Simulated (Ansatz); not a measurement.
Reaction: SeO2 (SMILES O=[Se]=O) → SeO2+ (parent SMILES O=[Se]=O, doublet) + e-
Each species at its own B3LYP-D3(BJ)/def2-TZVP minimum (Ansatz, an electronic-structure program).

Total energies in hartree (Ansatz). UHF or UKS for unpaired electrons; spin-orbit terms are left out. Correlated methods leave the cores frozen (noble-gas shells, and filled d and f shells in the p block). No relativity. The T1 diagnostic of O2Se (O=[Se]=O, singlet) reaches 0.030 in the sets run. The restricted determinant of O2Se (O=[Se]=O, singlet) is unstable towards broken spin symmetry in at least one set run. The determinant of O2Se+ (parent SMILES O=[Se]=O, doublet) is a saddle point of the SCF energy; a lower one exists, which strains HF and MP2. The spin of O2Se+ (parent SMILES O=[Se]=O, doublet) was assumed, and the state is the lowest solution found for it.

```csv
species,HF/cc-pVTZ,CCSD(T)/cc-pVTZ,HF/cc-pVQZ,CCSD(T)/cc-pVQZ,CCSDT(Q)/cc-pVTZ
1: SeO2 (SMILES O=[Se]=O),-2549.56335,-2550.24964,-2549.58182,-2550.31685,-2550.25402
"2: SeO2+ (parent SMILES O=[Se]=O, doublet)",-2549.19644,-2549.82574,-2549.21324,-2549.88518,-2549.83205
```

Problem. Work out the adiabatic ionisation energy (electronic) in eV: take Hartree-Fock from cc-pVQZ, extrapolate the CCSD(T) correlation energy as X^-3 (X = 3, 4), and add CCSDT(Q) - CCSD(T) in cc-pVTZ. 1 hartree = 27.211 eV.

Solution. 
Species 1: correlation (64·(-0.73503) - 27·(-0.68629))/37 = -0.77060; step -0.00438; E1 = -2549.58182 + (-0.77060) + (-0.00438) = -2550.35680
Species 2: correlation (64·(-0.67194) - 27·(-0.62930))/37 = -0.70306; step -0.00631; E2 = -2549.21324 + (-0.70306) + (-0.00631) = -2549.92261
-1·E1 +1·E2 = 0.43419 hartree = 11.81 eV.
